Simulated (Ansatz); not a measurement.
Geometry optimisation, UKS PBE-D4/STO-3G (Ansatz 0.2.0).

The input (input.yaml):

```yaml
crystal:
  periodic: [false, false, false]
  atoms:
    - { symbol: C, position_ang: [-0.8181, -2.0627, 0.7041] }
    - { symbol: "N", position_ang: [0.0783, -1.4828, -0.2729] }
    - { symbol: C, position_ang: [0.017, -0.2228, -0.5615] }
    - { symbol: Si, position_ang: [1.3663, 0.264, -2.0212] }
    - { symbol: "N", position_ang: [-0.7258, 0.795, -0.0493] }
    - { symbol: Si, position_ang: [-0.2483, 1.4259, 1.4797] }
    - { symbol: H, position_ang: [-1.0665, -3.0523, 0.4274] }
    - { symbol: H, position_ang: [-1.7814, -1.4627, 0.7022] }
    - { symbol: H, position_ang: [-0.4273, -2.0084, 1.738] }
    - { symbol: H, position_ang: [2.7119, 0.1414, -1.554] }
    - { symbol: H, position_ang: [1.0267, 1.6857, -2.3291] }
    - { symbol: H, position_ang: [1.0616, -0.5466, -3.2256] }
    - { symbol: H, position_ang: [-0.8264, 1.6355, -0.6625] }
    - { symbol: H, position_ang: [-1.1591, 2.5723, 1.7837] }
    - { symbol: H, position_ang: [-0.3787, 0.3593, 2.5333] }
    - { symbol: H, position_ang: [1.1468, 1.9364, 1.352] }
magnetization:
  spin_polarized: true
basis:
  gaussian: { orbitals: STO-3G }
hamiltonian:
  xc: pbe
  dispersion: d4
relax:
  f_tol: 0.02
  max_steps: 40
```

Run as:

```bash
$ ansatz run input.yaml --threads 1 --pin off --max-ram 2048MiB --backend cpu --events-out ev --progress --plain --runs-dir out
```

Task: Where does it end, and by what steps?

Result: The forces met the threshold. The force dipped under the threshold on the way, but the program's further checks kept it going. Limits of this set-up: minimal basis. After 23 steps the energy has fallen by 1.143 eV; H16 moved furthest, 1.71 Å.

| step | energy less start (eV) | largest force component (eV/Å) | accepted |
| --- | --- | --- | --- |
| 0 | 0.0000 | 4.342 | yes |
| 1 | -0.8968 | 1.697 | yes |
| 2 | -1.0406 | 0.468 | yes |
| 3 | -1.0631 | 0.157 | yes |
| 4 | -1.0703 | 0.101 | yes |
| 5 | -1.0737 | 0.098 | yes |
| 6 | -1.0799 | 0.053 | yes |
| 7 | -1.0838 | 0.288 | yes |
| 8 | -1.0890 | 0.150 | yes |
| 9 | -1.0773 | 0.652 | no |
| 10 | -1.0964 | 0.075 | yes |
| 11 | -1.1017 | 0.076 | yes |
| 12 | -1.1098 | 0.169 | yes |
| 13 | -1.1112 | 0.420 | yes |
| 14 | -1.1249 | 0.187 | yes |
| 15 | -1.1165 | 0.593 | no |
| 16 | -1.1301 | 0.046 | yes |
| 17 | -1.1347 | 0.051 | yes |
| 18 | -1.1384 | 0.151 | yes |
| 19 | -1.1410 | 0.073 | yes |
| 20 | -1.1420 | 0.044 | yes |
| 21 | -1.1424 | 0.019 | yes |
| 22 | -1.1427 | 0.016 | yes |
| 23 | -1.1428 | 0.010 | yes |

```xyz
16
Properties=species:S:1:pos:R:3
C -0.562 -1.845 0.828
N 0.227 -1.485 -0.432
C 0.249 -0.180 -0.731
Si 1.164 0.226 -2.341
N -0.339 0.942 -0.046
Si -0.578 1.241 1.695
H -0.674 -2.948 0.844
H -1.578 -1.395 0.841
H -0.031 -1.551 1.760
H 2.602 0.238 -2.110
H 0.766 1.555 -2.788
H 0.849 -0.745 -3.376
H -0.185 1.828 -0.589
H -0.712 2.686 1.802
H -1.786 0.606 2.202
H 0.566 0.802 2.486
```

Whether the end is a true minimum wasn't checked by a vibrational analysis.

Time of the run: 2.6 min on 1 thread of Intel(R) Xeon(R) Processor @ 2.70GHz, with other jobs on the host, peak memory 0.18 GiB.
